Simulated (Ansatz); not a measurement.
One change: `[CH3][AlH][SiH](C)S` becomes `[CH3][AlH][SiH2]S`.

Ansatz, PBE0-D4/def2-TZVP geometries, multiplicity 1. Each molecule was computed in one conformer, which needn't be the lowest.

```tsv
property	`[CH3][AlH][SiH](C)S`
HOMO–LUMO gap (PBE0/def2-TZVPP) / eV	5.37
HOMO energy (PBE0/def2-TZVPP) / eV	-7.11
HOMO energy (PBE/def2-TZVPP) / eV	-5.90
HOMO energy (ωB97M-V/def2-TZVPP) / eV	-9.16
LUMO energy (B3LYP/def2-TZVPP) / eV	-1.93
size of the dipole moment (ωB97M-V/def2-TZVPP) / D	2.06
```

Question: What does the change do to each property? (Estimate.)

Answer: The calculation gave: 
| property | `[CH3][AlH][SiH2]S` | shift |
| --- | --- | --- |
| HOMO–LUMO gap (PBE0/def2-TZVPP) / eV | 5.43 | 0.06 |
| HOMO energy (PBE0/def2-TZVPP) / eV | -7.24 | -0.13 |
| HOMO energy (PBE/def2-TZVPP) / eV | -6.02 | -0.12 |
| HOMO energy (ωB97M-V/def2-TZVPP) / eV | -9.43 | -0.27 |
| LUMO energy (B3LYP/def2-TZVPP) / eV | -2.00 | -0.07 |
| size of the dipole moment (ωB97M-V/def2-TZVPP) / D | 1.68 | -0.38 |

With PBE0 the HOMO falls by 0.13 eV and the LUMO falls by 0.07 eV, so the gap widens by about 0.06 eV. PBE moves the HOMO by -0.12 eV and ωB97M-V by -0.27 eV. Dipoles are sizes alone; their direction can turn.

B3LYP here is the variant with VWN-RPA as its local correlation; programs differ in this.
